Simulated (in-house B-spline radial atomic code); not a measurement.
Pb II (Pb+): [Xe] 4f14 (5d3/2)3 (5d5/2)6 6s2 (6p1/2)1 (7p3/2)1 (an excited or competing configuration)

Level of theory: Dirac-Hartree-Fock, average of the jj configuration, Fermi nucleus of rms radius 5.5012 fm; calculated with a radial B-spline atomic code at the basis-set limit.

Effective charges: Z_r = [3n² - l(l+1)]/(2<r>) from the radius, Z_e = n√(-2ε) from the energy, and Slater's rules. Values are occupation-weighted means over j. An effective charge above Z reflects the relativistic contraction of the inner shells.

```
shell  electrons   ε (eV)  <r> (bohr)    Z_r    Z_e  Slater
   1s          2   -88616     0.01605  93.43  80.70   81.70
   2s          2   -16016     0.06688  89.71  68.62   77.85
   2p          6   -13890     0.06087  82.14  63.90   77.85
   3s          2  -3930.8      0.1737  77.73  50.99   70.75
   3p          6  -3302.4      0.1751  71.37  46.74   70.75
   3d         10  -2590.6        0.16  65.61  41.40   60.85
   4s          2  -943.72       0.384  62.51  33.31   54.25
   4p          6  -731.85      0.4075  56.44  29.34   54.25
   4d         10  -465.26      0.4301  48.82  23.39   42.85
   5s          2  -185.41       0.861  43.55  18.46   24.35
   4f         14  -177.29      0.4521  39.82  14.44   31.45
   5p          6  -123.03      0.9756  37.41  15.04   24.35
   5d          9  -46.295       1.258  27.42   9.22   11.20
   6s          2  -28.945       2.169  24.90   8.75    6.85
   6p          1  -20.326       2.551  20.78   7.33    6.85
   7p          1  -5.4148       7.328   9.89   4.42    2.45
```

The least bound orbital is 7p3/2 at -5.415 eV, and it is also the most diffuse (<r> = 7.328 bohr). The part-filled 5d shell lies below the filled 6s shell in orbital energy.

For the 1s electron the small component carries 9.78 % of the norm, the zero-frequency Breit interaction raises the level by 343.5 eV, self-energy by 222.9 eV, and vacuum polarisation lowers it by 47.57 eV.
